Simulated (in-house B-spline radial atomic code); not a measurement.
A fraction x of an electron is removed from 4s in Rb²⁺, starting from [Ar] 3d10 4s2 4p5 and keeping the highest spin. Method: scalar-relativistic (X2C) OLYP, spin-polarised, spherical fractional occupations, Fermi nucleus of rms radius 4.2036 fm. Calculated with a B-spline radial code for spherical atoms.

```csv
x,E(x) - E(0) (eV),4s down level (eV)
0,0.0000,-49.774
0.02,0.9981,-50.036
0.2,?,?
0.37,19.3188,-54.663
0.44,23.1778,-55.594
0.5,26.5375,-56.394
0.59,?,?
0.72,39.2676,-59.337
0.87,48.3190,-61.350
0.88,48.9332,-61.484
1,56.4081,-
```

Question: What belongs in the row x = 0.2?

Answer: An energy change of 10.2179 eV; 4s down at -52.409 eV.

Question: What belongs in the row x = 0.59?

Answer: An energy change of 31.6671 eV; 4s down at -57.596 eV.

Question: Check Janak's theorem between x = 0.37 and 0.44.

Answer: The slope of the energy is 55.13 eV; the orbital levels give 55.13 eV (-ε of the emptying orbital, averaged over the two points).
